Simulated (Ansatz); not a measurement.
`C[CH2][Al]([CH3])[Cl]` + `[Cl][SnH2][Cl]` → `C[CH2][Al]([Cl])[Cl]` + `[CH3][SnH2][Cl]`  (redistribution)

Gas-phase electronic energies from Ansatz, PBE0-D4/def2-TZVP geometries. CBS: MP2 limit from def2 TZ/QZ plus the TZ coupled-cluster correction, frozen cores. Functionals use def2-TZVPP. HSE06 is defined as in plane-wave codes. def2 core potentials past Kr. For Sn outer-core shells are correlated without core-valence functions, which leaves a few kJ/mol of doubt a bond. One conformer a species, not always the lowest.

| level | ΔE (kJ/mol) | difference from CCSD(T)/CBS |
| --- | --- | --- |
| r2SCAN-D4 | -62.8 | 5.3 |
| B97M-V | -58.6 | 9.5 |
| HSE06-D4 | -61.8 | 6.3 |
| ωB97M-V | -63.1 | 5.0 |
| revPBE | -58.0 | 10.1 |
| BLYP | -57.5 | 10.6 |
| BHLYP | -62.6 | 5.5 |
| HF/def2-SVP | -64.0 | 4.1 |
| MP2/def2-QZVPP | -72.3 | -4.2 |
| SCS-MP2/def2-QZVPP | -69.9 | -1.8 |
| CCSD(T)/CBS | -68.1 | 0 |

Largest T1 diagnostic among the species: 0.011.

In def2-TZVPP, CCSD(T) changes the Hartree–Fock value by −7.3 kJ/mol (the triples alone add −0.2 kJ/mol) and MP2 by −10.7 kJ/mol. From BLYP to BHLYP (50 % exact exchange), in def2-TZVPP and without D4, ΔE moves by −5.1 kJ/mol. Leaving LDA and LC-ωPBE aside and taking each functional with its dispersion term where it has one, the values, not all of them listed here, spread over 9.2 kJ/mol, from PBE-QIDH to B97M-V.

CCSD(T)/CBS has its own doubt, a few kJ/mol and more with outer-core shells, so smaller differences from it don't rank the levels.
